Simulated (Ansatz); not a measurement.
CH$_{7}$AlSSi$_{2}$, SMILES `[AlH2][C@H]1[SiH2][Si@@H]1S`, relaxed with RKS PBE-D4/def2-SVP in Ansatz from a rough embedded geometry. The force threshold is 0.03 eV/Å; the program also tests the step.

Total charge 0; spin multiplicity 1.

Start:

```xyz
12

Al    1.346    1.679    0.431
C     0.176    0.070    0.620
Si   -1.470    0.308   -0.147
Si    0.195   -0.959   -0.934
S     0.015   -3.085   -0.377
H     2.171    2.167    1.784
H     1.436    2.499   -0.897
H     0.088   -0.471    1.554
H    -2.555   -0.428    0.383
H    -1.602    1.539   -1.027
H     1.234   -0.532   -1.888
H    -1.035   -2.788    0.500
```

By how much does the energy fall, and how many steps does the optimiser take? (Estimate.)

Computed: 0.68 eV, in 8 steps, 1 of them rejected.

Which bonds change most? (Best estimate.)

Ansatz gave: C2–Si3 from 1.832 to 1.937 Å; Si3–H9 from 1.414 to 1.502 Å; Al1–H6 from 1.658 to 1.601 Å; Al1–C2 from 1.999 to 1.943 Å.

Give the relaxed structure. (Estimate.)

Ansatz gave: 
```xyz
12

Al    1.396    1.692    0.509
C     0.142    0.213    0.638
Si   -1.540    0.341   -0.312
Si    0.188   -1.010   -0.835
S     0.193   -3.136   -0.457
H     2.245    2.151    1.787
H     1.569    2.427   -0.906
H     0.110   -0.206    1.665
H    -2.703   -0.273    0.414
H    -1.892    1.666   -0.927
H     1.221   -0.765   -1.893
H    -0.929   -3.099    0.318
```
